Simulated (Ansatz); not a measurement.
`CCBS[SiH3]` → `CBS[SiH3]` + `[CH2]` (triplet) at 500 K and 1 bar (formal loss of a carbene).

Computed with Ansatz on PBE0-D4/def2-TZVP structures; ΔE is electronic, products minus reactants. CCSD(T)/CBS is the MP2 limit (def2-TZVPP, def2-QZVPP) plus CCSD(T) − MP2 in def2-TZVPP, frozen cores. This one scheme is used for every species. Triplets are unrestricted, without spin–orbit coupling. Each species was taken in one conformer, which may not be the lowest.

| species | CCSD(T)/CBS energy (Eh) | H − E (kJ/mol) | S (J/(mol·K)) |
| --- | --- | --- | --- |
| `CCBS[SiH3]` | -793.21725 | 332.0 | 460.6 |
| `CBS[SiH3]` | -753.96029 | 247.4 | 413.0 |
| `[CH2]` (triplet) | -39.09499 | 62.7 | 213.9 |

H − E and S are ideal-gas, rigid-rotor, harmonic terms from PBE0-D4/def2-TZVP, for one conformer and one mirror image of each species, with the whole ground term of open shells counted as degenerate. 1 Eh = 2625.50 kJ/mol, R = 8.31446 J/(mol·K).

Q: By hand: ΔE, ΔH, ΔS and ΔG.

A: ΔE = (-753.96029) + (-39.09499) − (-793.21725) = 0.16197 Eh = 425.3 kJ/mol. Δ(H − E) = 247.4 + 62.7 − 332.0 = -21.9, so ΔH = 403.4 kJ/mol. ΔS = 413.0 + 213.9 − 460.6 = 166.3 J/(mol·K). ΔG = 403.4 − 500 × (166.3)/1000 = 320.2 kJ/mol.

Q: By hand: the equilibrium constant, and the temperature at which ΔG would vanish if ΔH and ΔS stayed fixed.

A: log₁₀ K = −ΔG/(RT ln 10) = -33.5. ΔG = 0 at ΔH/ΔS = 2426 K.

The number of gas molecules changes by +1, which sets the sign of ΔS. A doubt of 5 kJ/mol in ΔE shifts log₁₀ K by 0.5 here. Other conformers and mirror images would add mixing entropy, several J/(mol·K) or more a flexible species. Modes under 60 cm⁻¹, often nearly free rotors, make the harmonic entropy too high. A triplet takes part, so the spin changes. These are equilibria of isolated gas molecules and say nothing of rates. Largest T1 diagnostic: 0.013 (customary marks: 0.02 for closed shells, 0.045 for open ones).
